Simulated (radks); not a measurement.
Trend from Rb to Xe: ionisation energy by Delta-SCF between NIST ground configurations, and size. Calculated with a radial shooting solver on a logarithmic mesh with Libxc functionals: scalar-relativistic Kohn-Sham, PBE, spin-unpolarised, spherical densities, finite nucleus; Fermi nuclear charge, rms radius of each element as measured or else 0.836 A^(1/3) + 0.57 fm.

| species | configuration | configuration of the ion | IE (eV) | NIST (eV) | kind |
|---|---|---|---|---|---|
| Rb | [Kr] 5s1 | [Kr] | 4.153 | 4.177 | exp. |
| Sr | [Kr] 5s2 | [Kr] 5s1 | 5.885 | 5.695 | exp. |
| Zr | [Kr] 4d2 5s2 | [Kr] 4d2 5s1 | 7.137 | 6.634 | exp. |
| Nb | [Kr] 4d4 5s1 | [Kr] 4d4 | 6.637 | 6.759 | exp. |
| Mo | [Kr] 4d5 5s1 | [Kr] 4d5 | 6.890 | 7.092 | exp. |
| Tc | [Kr] 4d5 5s2 | [Kr] 4d5 5s1 | 8.153 | 7.119 | exp. |
| Ru | [Kr] 4d7 5s1 | [Kr] 4d7 | 7.292 | 7.361 | exp. |
| Rh | [Kr] 4d8 5s1 | [Kr] 4d8 | 7.460 | 7.459 | exp. |
| Pd | [Kr] 4d10 | [Kr] 4d9 | 9.115 | 8.337 | exp. |
| Ag | [Kr] 4d10 5s1 | [Kr] 4d10 | 7.757 | 7.576 | exp. |
| Cd | [Kr] 4d10 5s2 | [Kr] 4d10 5s1 | 9.272 | 8.994 | exp. |
| In | [Kr] 4d10 5s2 5p1 | [Kr] 4d10 5s2 | 5.364 | 5.786 | exp. |
| Sn | [Kr] 4d10 5s2 5p2 | [Kr] 4d10 5s2 5p1 | 6.875 | 7.344 | exp. |
| Sb | [Kr] 4d10 5s2 5p3 | [Kr] 4d10 5s2 5p2 | 8.317 | 8.608 | exp. |
| Te | [Kr] 4d10 5s2 5p4 | [Kr] 4d10 5s2 5p3 | 9.729 | 9.010 | exp. |
| I | [Kr] 4d10 5s2 5p5 | [Kr] 4d10 5s2 5p4 | 11.132 | 10.451 | exp. |
| Xe | [Xe] | [Kr] 4d10 5s2 5p5 | 12.537 | 12.130 | exp. |

Reference values: NIST Atomic Spectra Database (exp. = measured, semi-emp. = semi-empirical, theory = theoretical value adopted there). Spin polarisation and multiplet splitting are left out, so open shells lie too high by an amount that depends on their filling. Spin-orbit splitting is averaged out at the scalar-relativistic level.

Beside tabulated values, note that spin-unpolarised runs miss the spin-polarisation part of the exchange energy of open shells.
